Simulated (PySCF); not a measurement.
**How methods differ on the ionisation energy of Se(16+)**

Se(16+) [Ar] (1S) → Se(17+) [Ne] 3s2 3p5 (2P), as a difference of total energies. Calculation: PySCF 2.14, in an uncontracted even-tempered set (17 s from 1.4 bohr⁻², ratio 2.5; 11 p from 1.8 bohr⁻², ratio 2.5; 5 d from 10 bohr⁻², ratio 2.7; 4 f from 16 bohr⁻², ratio 2.7); no relativity, point nucleus. Correlated levels: outer shells: 1s2 frozen; virtual orbitals above 40 to 60 times the deepest correlated orbital energy dropped. The calculations carry no spin-orbit coupling.

```json
{"method": "UHF", "ionisation energy (eV)": "649.04"}
{"method": "LDA", "ionisation energy (eV)": "650.56"}
{"method": "PBE", "ionisation energy (eV)": "650.39"}
{"method": "PBE0", "ionisation energy (eV)": "650.54"}
{"method": "r2SCAN", "ionisation energy (eV)": "650.86"}
{"method": "PBEsol", "ionisation energy (eV)": "650.25"}
{"method": "M06-2X", "ionisation energy (eV)": "650.73"}
{"method": "MP2 (outer shells)", "ionisation energy (eV)": "649.99"}
{"method": "SCS-MP2 (outer shells)", "ionisation energy (eV)": "649.84"}
```

Task: How much does correlation contribute at MP2 (outer shells)?

Result: 649.99 − (649.04) = 0.95 eV, measured against UHF.

A first-order spin-orbit estimate (lowest level to lowest level, LS coupling) adds -2.415 eV.

All relativistic terms are absent from these numbers, so their closeness to the reference says little about the methods.

For comparison: 650.5 ± 2.1 eV (semi-empirical (NIST evaluation); NIST Atomic Spectra Database, ionization energies).
